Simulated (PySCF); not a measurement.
# Computed properties of Bi(H)(Me)2 (C2H7Bi), SMILES [CH3][BiH][CH3]

C2H7Bi, SMILES [CH3][BiH][CH3]. Geometry optimised at B3LYP-D3(BJ)/def2-SVP. The def2 effective core potentials stand for the cores of Bi; spin–orbit coupling is left out. Other conformers were not sampled. All values are computed for the isolated molecule unless a solvent is named; none is compared with measurement here.

**Structure.** The optimised structure has Cs symmetry. All 24 harmonic modes at B3LYP-D3(BJ)/def2-SVP (PySCF) are real, so it is a minimum. With heavy atoms numbered as in [BiH:1]([CH3:3])[CH3:7], the shortest bond between them is Bi1–C3 at 2.301 Å and the longest Bi1–C7 at 2.301 Å.

**Vibrations.** The strongest infrared lines (harmonic, unscaled, degenerate partners summed) lie at 1758 cm⁻¹ (288 km/mol, H 100 %), 789 cm⁻¹ (30 km/mol, H 82 %, C 17 %), 455 cm⁻¹ (24 km/mol, C 73 %, H 19 %). The softest mode is at 97 cm⁻¹ and the zero-point energy is 48.6 kcal/mol.

**Electronic structure.** PBE0/def2-TZVPD (PySCF) places the frontier levels at -6.88 and -0.32 eV, a gap of 6.56 eV, and gives a dipole moment of 0.73 D and a mean polarisability of 80.9 bohr³.

**Excitations.** TDDFT-M06-2X/def2-SVPD (PySCF) has S1 at 5.69 eV (218 nm, f = 0.062, bright); the most intense of the 10 singlets computed lies at 7.37 eV (f = 0.56). T1 (TDA) is at 4.65 eV. No vertical singlet excitation falls in the visible range (under 3.1 eV).
